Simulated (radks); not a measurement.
Values are calculated unless marked as measured or tabulated.
Fractional charge and spin in the 4s shell of germanium: the spin-up occupation runs from 0 to 1 and the spin-down occupation from 0 to 1; the fullest corner is Ge+, [Ar] 3d10 4p(up 0.5, down 0.5) 4s(up 1, down 1). Level of theory: non-relativistic Kohn-Sham, SCAN, spin-polarised, spherical densities, point nucleus; meta-GGA in the generalised Kohn-Sham scheme (a radial shooting solver on a logarithmic mesh with Libxc functionals). Energy (eV) above the fullest corner. The planes named below are the two flat planes that join the four corners, with an edge along up + down = one added electron.

down \ up       0     0.5       1
0          59.886  40.877  24.242
0.5        40.877  24.827  11.027
1          24.242  11.027   0.000

Corners above the fullest one (they belong to Ge2+ and the next ion): (up 1, down 0) 24.242 eV, (up 0, down 1) 24.242 eV, (up 0, down 0) 59.886 eV. With half an added electron in each spin the energy lies 0.585 eV from the planes, and with half an added electron in spin up alone -1.187 eV. The planes are only a guide here: the flat-plane condition holds for ground states with one frontier orbital, while this shell lies below other occupied shells, so the corners above the fullest one are inner-hole states and not the ground states of those ions.
